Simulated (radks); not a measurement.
The numbers below are computed, except where a source is named.
Effect of the nuclear size on neutral argon, [Ar]. Code: a radial shooting solver on a logarithmic mesh with Libxc functionals. Model: Dirac Kohn-Sham, BLYP, spin-unpolarised, spherical densities, finite nucleus; Fermi nuclear charge, rms radius 3.4274 fm. The rms radius is varied about that value; shifts are against it.

rms radius (fm)  total energy shift (eV)  density at nucleus (e/bohr^3)  1s1/2 shift (meV)  2s1/2 shift (meV)
3.0195                          -0.00417                           4350              -1.76             -0.133
3.1395                          -0.00299                           4347              -1.26             -0.096
3.4274                                 0                           4339              0.000              0.000
3.6742                           0.00277                           4332               1.17              0.088
4.1403                           0.00852                           4321               3.59              0.272

Slopes of the eigenvalues against <r^2> in GHz/fm^2, as finite differences over the two radii next to the reference (eigenvalue slopes, not the field-shift constants of lines): 1s1/2 161, 2s1/2 12.2.
